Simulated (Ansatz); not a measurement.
One change: `[SiH3]O[SiH](Cl)O[SiH3]` becomes `N[SiH](Cl)O[SiH3]`.

Ansatz, PBE0-D4/def2-TZVP geometries, multiplicity 1. Each molecule was computed in one conformer, which needn't be the lowest.

```tsv
property	`[SiH3]O[SiH](Cl)O[SiH3]`
size of the dipole moment (B3LYP/def2-TZVPP) / D	0.92
HOMO energy (B3LYP/def2-TZVPP) / eV	-8.79
LUMO energy (PBE/def2-TZVPP) / eV	-1.02
HOMO–LUMO gap (ωB97M-V/def2-TZVPP) / eV	12.84
HOMO–LUMO gap (PBE/def2-TZVPP) / eV	6.56
LUMO energy (PBE0/def2-TZVPP) / eV	-0.15
```

(1) What does the change do to each property? (An estimate is asked.)

## Answers

(1) The calculation gave: 
```
                                        property  `N[SiH](Cl)O[SiH3]`  shift
size of the dipole moment (B3LYP/def2-TZVPP) / D                 1.58   0.66
             HOMO energy (B3LYP/def2-TZVPP) / eV                -7.75   1.04
               LUMO energy (PBE/def2-TZVPP) / eV                -0.70   0.32
         HOMO–LUMO gap (ωB97M-V/def2-TZVPP) / eV                12.20  -0.64
             HOMO–LUMO gap (PBE/def2-TZVPP) / eV                 5.86  -0.70
              LUMO energy (PBE0/def2-TZVPP) / eV                 0.17   0.32
```

With PBE0 the HOMO rises by 1.02 eV and the LUMO rises by 0.32 eV, so the gap narrows by about 0.70 eV. PBE moves the HOMO by 1.01 eV and ωB97M-V by 0.96 eV. Dipoles are sizes alone; their direction can turn.

B3LYP here is the variant with VWN-RPA as its local correlation; programs differ in this.
